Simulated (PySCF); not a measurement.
# How methods differ on the ionisation energy of Ne(2+)

Ne(2+) [He] 2s2 2p4 (3P) → Ne(3+) [He] 2s2 2p3 (4S), as a difference of total energies. Calculation: PySCF 2.14, in def2-QZVPPD (8s5p4d2f1g, 66 functions); no relativity, point nucleus. Correlated levels: valence: 1s2 frozen. The calculations carry no spin-orbit coupling.

```csv
method,ionisation energy (eV)
UHF,61.845
MP2 (valence),63.160
SCS-MP2 (valence),63.288
CCSD (valence),63.196
CCSD(T) (valence),63.215
```

**Question.** How much does correlation contribute at CCSD(T) (valence)?

**Answer.** 63.215 − (61.845) = 1.370 eV, measured against UHF.

A first-order spin-orbit estimate (lowest level to lowest level, LS coupling) adds 0.038 eV.

Errors of the correlated levels include the incompleteness of this basis and the frozen core.

For comparison: 63.423 eV (measured; NIST Atomic Spectra Database, ionization energies).
